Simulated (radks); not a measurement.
Problem. Species: Ni11+. Configuration: [Ne] 3s2 3p5. All-electron calculation, Dirac Kohn-Sham, LDA (Slater exchange, Perdew-Wang correlation), spin-unpolarised, spherical densities, point nucleus; open shells fill j = l - 1/2 first. Program: a radial shooting solver on a logarithmic mesh with Libxc functionals.

Spin-orbit splittings of the eigenvalues, e(l+1/2) - e(l-1/2), with zeta = 2 splitting/(2l+1) and mean radii in bohr:

shell  occ.  splitting (eV)  zeta (eV)  <r> j=l-1/2  <r> j=l+1/2
2p        6           17.51      11.68       0.2124       0.2156
3p        5               ?          ?       0.6570       0.6629

Estimate the 3p splitting.

Solution. 3.152 eV (zeta = 2.101 eV).
